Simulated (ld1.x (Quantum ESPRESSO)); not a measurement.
# What one change does to a pseudopotential (boron, TM)

* Element: B
* Generator: ld1.x (Quantum ESPRESSO) 7.5
* Type: norm-conserving Troullier–Martins (Kleinman–Bylander form)
* Functional: PBE
* Relativity: non-relativistic
* Frozen core: [He]
* Valence charge: 3
* Reference configuration: 2s2 2p0.75 (charge +0.25)
* Partial waves: 2s (bound): rc 1.00 bohr; 2p (bound): rc 3.65 bohr; 3d channel at 0.35 Ry: rc 3.80 bohr
* Local potential: the d channel
* Core correction: Bessel-smoothed model core inside 0.70 bohr

Change: functional PBEsol.

Cutoffs: the cutoffs (Ry, on a coarse ladder) from which the occupation-weighted sum of valence levels, in a spherical-Bessel basis at the reference potential, stays within 10 and 1 mRy of its value at 400 Ry; they do not see the model core or the augmentation charge, which bear on the density cutoff. Errors are all-electron minus pseudo energies relative to the spin-unpolarised reference configuration.

Problem. Predict the effect on cutoff, ghosts and configuration errors.

Solution. The potential gets neither clearly harder nor softer (60 Ry and 140 Ry → 60 Ry and 140 Ry); of the 7 tests that both files solve, the error grows in 1 and shrinks in 0 by more than 15 % and 0.3 meV (median size 84.3 → 85.3 meV); neither file shows a bound ghost.

| quantity | base | changed |
| --- | --- | --- |
| cutoff, loose | 60 Ry | 60 Ry |
| cutoff, tight | 140 Ry | 140 Ry |
| bound ghosts | none | none |
| error for 2s2 2p1, meV [ΔE -1.16 → -1.15 eV] | +4.8 | +4.4 |
| error for 2s2 2p0, meV [ΔE 7.06 → 6.99 eV] | +119 | +110 |
| error for 2s1 2p0, meV [ΔE 32.47 → 32.25 eV] | +386 | +368 |
| error for 2s0 2p3, meV [ΔE 10.54 → 10.49 eV] | -84 | -93 |
| error for 2s2 2p0.5, meV [ΔE 1.72 → 1.71 eV] | +8.5 | +7.9 |
| error for 2s1 2p1, meV [ΔE 13.19 → 13.11 eV] | -94 | -85 |
| error for 2s1 2p2, meV [ΔE 4.68 → 4.66 eV] | -6.2 | -10 |
| s: phases at 4.09 bohr within 0.05 rad from the reference energy up to (Ry; the scan ends near 5) | 0.2 | 0.2 |
| p: phases at 4.09 bohr within 0.05 rad from the reference energy up to (Ry; the scan ends near 5) | 0.3 | 0.3 |
| d: phases at 4.09 bohr within 0.05 rad from the reference energy up to (Ry; the scan ends near 5) | 1.8 | 1.8 |
